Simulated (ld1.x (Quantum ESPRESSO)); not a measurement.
## How hard is this fluorine (F) ultrasoft potential?

| Property | Result |
| --- | --- |
| Element | fluorine (F) |
| Generator | ld1.x (Quantum ESPRESSO) 7.5 |
| Type | ultrasoft |
| Functional | PBE |
| Relativity | scalar-relativistic |
| Frozen core | [He] |
| Valence charge | 7 |
| Reference configuration | 2s1.5 2p5.5 |
| Partial waves | 2s (bound): rcut 0.65, rcutus 0.80 bohr; 2s channel at 0.2 Ry: rcut 0.65, rcutus 0.80 bohr; 2p (bound): rcut 1.65, rcutus 1.95 bohr; 2p channel at 2.1 Ry: rcut 1.65, rcutus 1.95 bohr |
| Local potential | all-electron potential smoothed inside 0.95 bohr (lloc = -1) |
| Core correction | none |
| Augmentation charge | PSQ, inside the norm-conserving radii |

The pseudo-atom Hamiltonian at the reference potential is diagonalised in spherical Bessel functions j_l(qr) that vanish at 20 bohr, with q² up to the cutoff. All-electron valence levels (Ry): 2s -2.2154, 2p -0.8327.

Question: How do the lowest levels (Ry) of each channel move with the cutoff, and are there ghosts?

Answer:

```
cutoff (Ry)     s #1     s #2     p #1    d #1    d #2    f #1    f #2  Σ f·Δε (mRy)
          8  -2.0026  -0.0065  -0.3227  0.0806  0.1922  0.1213  0.2652        3124.1
         12  -2.1512  -0.0099  -0.7633  0.0806  0.1922  0.1213  0.2652         478.0
         21  -2.2121  -0.0113  -0.8323  0.0806  0.1922  0.1213  0.2652           7.0
         30  -2.2146  -0.0114  -0.8325  0.0806  0.1922  0.1213  0.2652           2.0
         45  -2.2149  -0.0114  -0.8326  0.0806  0.1922  0.1213  0.2652           1.0
         55  -2.2151  -0.0114  -0.8327  0.0806  0.1922  0.1213  0.2652           0.6
        400  -2.2154  -0.0114  -0.8327  0.0806  0.1922  0.1213  0.2652           0.0
```

Result: no extra level below or beside the all-electron valence levels (s, p, d, f tested); 10 mRy is reached at 21 Ry and 1 mRy at 45 Ry.

Its largest configuration-test error is +2405 meV.
